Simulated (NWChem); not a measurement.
**Basis-set convergence for H6BN**

```xyz
8

B     -0.5465     0.7496     0.0000
H     -1.2108     0.6591     1.0223
H      0.2200     1.7021     0.0000
H     -1.2108     0.6591    -1.0223
N      0.4278    -0.5868     0.0000
H     -0.1236    -1.4483     0.0000
H      1.0316    -0.6062     0.8253
H      1.0316    -0.6062    -0.8253
```
Charge 0, spin multiplicity 1.

Everything below was run with NWChem. Structure: optimised with B3LYP/def2-SVP, a minimum by its harmonic frequencies.

Quantity: dipole moment at the level B3LYP.

B3LYP has NWChem's definition, with VWN1-RPA local correlation. The structure started from a generated list of species.

Task: In aug-cc-pVTZ the value is 5.32 D. Among 3-21G, cc-pVDZ, pcseg-1, def2-TZVP, aug-pcseg-1, def2-TZVPD, pcseg-2, cc-pVTZ, def2-TZVPP, which is the smallest basis within 0.05 D of it?

Result: aug-pcseg-1, with 100 functions against 230 and about 6 % of the time (also within reach: def2-TZVPD). aug-cc-pVTZ isn't the basis-set limit itself, and a small set can land close by cancellation.

```tsv
basis	functions	dipole moment (D)
3-21G	30	5.97
cc-pVDZ	58	5.59
pcseg-1	58	5.68
def2-TZVP	98	5.45
aug-pcseg-1	100	5.32
def2-TZVPD	128	5.32
pcseg-2	144	5.43
cc-pVTZ	144	5.43
def2-TZVPP	146	5.41
aug-cc-pVTZ	230	5.32
```
